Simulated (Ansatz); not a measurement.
Consider the formal exchange of groups at the Si–C bond: `C[SiH]([AlH2])O[SiH3]` + SiH₄ → `[AlH2][SiH]([SiH3])O[SiH3]` + CH₄.

Gas-phase electronic energies from Ansatz, PBE0-D4/def2-TZVP geometries. CCSD(T)/CBS adds triple-zeta CCSD(T) − MP2 to the extrapolated MP2 energy (def2 sets, frozen cores). This one scheme is used for every species. DFT in def2-TZVPP. Each species was taken in one conformer, which may not be the lowest.

`C[SiH]([AlH2])O[SiH3]`:

Cartesian coordinates in Å:
```
C 1.935 -0.087 0.125
Si 0.219 0.114 -0.600
Al -0.216 2.367 -1.510
O -0.911 -0.243 0.554
Si -1.650 -1.484 1.315
H 2.693 0.122 -0.635
H 2.087 -1.110 0.482
H 2.099 0.593 0.964
H 0.088 -0.900 -1.699
H -1.537 3.182 -1.158
H 0.840 3.035 -2.499
H -2.140 -2.482 0.327
H -0.708 -2.162 2.247
H -2.797 -0.946 2.087
```

SiH₄:

Z-matrix (Å, degrees):
```
Si
H 1 1.485
H 1 1.485 2 109.5
H 1 1.485 2 109.5 3 -120.0
H 1 1.485 2 109.5 3 120.0
```

`[AlH2][SiH]([SiH3])O[SiH3]`:

```xyz
14

Al    2.219    1.764   -0.689
Si    0.668    0.170    0.358
Si    0.520   -1.813   -0.901
O    -0.826    0.845    0.580
Si   -2.348    0.466    1.047
H     3.724    1.311   -0.925
H     1.749    3.206   -1.159
H     1.208   -0.260    1.689
H     1.885   -2.400   -1.005
H     0.026   -1.538   -2.279
H    -0.385   -2.816   -0.275
H    -2.369    0.076    2.482
H    -2.866   -0.668    0.235
H    -3.205    1.658    0.842
```

CH₄:

Cartesian coordinates in Å:
```
C 0.000 0.000 0.000
H -0.057 -0.307 1.044
H 0.830 -0.513 -0.485
H 0.157 1.077 -0.053
H -0.931 -0.257 -0.505
```

```tsv
level	ΔE (kJ/mol)
ωB97X-V	-6.6
HF/CBS(def2)	6.1
```

Task: What does CCSD(T)/CBS give? (An estimate is asked.)

Result: The calculation gave: -7.2 kJ/mol. The listed levels differ from it by 0.6, 13.3 kJ/mol.

Largest T1 diagnostic among the species: 0.013.

In def2-TZVPP, CCSD(T) changes the Hartree–Fock value by −11.1 kJ/mol (the triples alone add −2.1 kJ/mol) and MP2 by −6.7 kJ/mol. The D4 term adds −4.0 kJ/mol with B3LYP and −2.3 kJ/mol with PBE0; it sums over pairs of atoms, weighted by their polarisabilities, and B3LYP, whose exchange is more repulsive, gets the larger term.

B3LYP here is the variant with VWN-RPA as its local correlation; programs differ in this.
